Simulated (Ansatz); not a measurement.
```yaml
crystal:
  periodic: [false, false, false]
  atoms:
    - {symbol: B, position_ang: [-1.067916, 1.063813, -0.180832]}
    - {symbol: Si, position_ang: [0.300593, -0.355758, -0.186877]}
    - {symbol: O, position_ang: [0.357282, -1.203109, 1.198994]}
    - {symbol: F, position_ang: [0.184539, -1.443842, -1.404575]}
    - {symbol: Cl, position_ang: [2.098919, 0.594537, -0.610197]}
    - {symbol: H, position_ang: [-1.561334, 1.387486, -1.132207]}
    - {symbol: H, position_ang: [-1.269093, 1.681336, 0.835172]}
    - {symbol: H, position_ang: [0.992394, -1.914283, 1.295977]}
basis:
  gaussian: {orbitals: def2-SVP}
magnetization: {spin_polarized: true, initial_magnetization: 1}
hamiltonian: {xc: {name: HF}}
correlation: {method: rpa}
scf: {lower_state_search: off}
```

```sh
$ ansatz run in.yaml --threads 2 --pin off --events-out ev --progress --plain --max-ram 4352MiB
```

It prints (some lines left out):

```
Error: a molecule whose nuclei and cores have a total charge of 56 cannot have a net charge of 0 together with 1 unpaired electrons
```

Problem. What is wrong with this run?

Solution. The number of unpaired electrons doesn't fit the electron count. The input was rejected before any iteration.
